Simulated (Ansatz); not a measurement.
Reaction (ligand exchange at the Si–O bond): `F[SiH](F)O[SiH2]S` + H₂Se → `S[SiH2][SeH]` + `O[SiH](F)F`

Program: Ansatz. Geometries: PBE0-D4/def2-TZVP. ΔE: electronic, gas phase. CBS: MP2 limit from def2 TZ/QZ plus the TZ coupled-cluster correction, frozen cores. DFT in def2-TZVPP. For Se outer-core shells are correlated without core-valence functions, which leaves a few kJ/mol of doubt a bond. Scalar relativity is left out up to krypton. One conformer a species, not always the lowest.

CCSD(T)/CBS gives +11.6 kcal/mol.

Problem. Another level gave +8.3 kcal/mol. Which?
A. PBE-D4/def2-TZVPP
B. B2PLYP/def2-TZVPP
C. r2SCAN/def2-TZVPP
D. PBE0/def2-TZVPP

Solution. A. PBE-D4 8.3, r2SCAN 11.1, B2PLYP 12.8, PBE0 9.2 kcal/mol.

Largest T1 diagnostic among the species: 0.012.

From PBE to PBE0 (25 % exact exchange), in def2-TZVPP and without D4, ΔE moves by +1.1 kcal/mol. In def2-TZVPP, CCSD(T) changes the Hartree–Fock value by −4.1 kcal/mol (the triples alone add −0.8 kcal/mol) and MP2 by −5.3 kcal/mol.
